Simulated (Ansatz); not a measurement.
B2HIOZn, SMILES `I[B]1O[BH][Zn]1`. Total charge 0; spin multiplicity 1. I takes the def2 core potential. The geometry is a stationary point of PBE0-D4/def2-TZVP.

```xyz
6

I    -0.970   -1.927   -2.157
B    -0.118   -0.985   -0.452
O    -0.251    0.395   -0.332
B     0.273    1.085    0.745
Zn    0.940   -0.838    1.405
H     0.125    2.270    0.790
```

(1) What is the dipole moment at PBE/def2-TZVPP? (An estimate is asked.)

(2) And with r2SCAN, B3LYP, ωB97M-V? (An estimate is asked.)

(3) Give the Mulliken charges with PBE, r2SCAN, ωB97M-V in def2-TZVPP. (An estimate is asked.)

Results:

(1) Computed: 1.78 D, with components (0.91, -0.13, 1.53) D in this frame, pointing from negative to positive charge.

(2) Computed: r2SCAN 2.06 D, B3LYP 2.32 D, ωB97M-V 2.80 D.

(3) Ansatz gave: 
```tsv
atom	PBE	r2SCAN	ωB97M-V
I1	0.02	0.01	0.01
B2	0.07	0.09	0.02
O3	-0.11	-0.23	-0.16
B4	0.10	0.15	0.03
Zn5	-0.12	-0.05	0.01
H6	0.04	0.02	0.10
```

B3LYP here is the variant with VWN-RPA as its local correlation; programs differ in this.
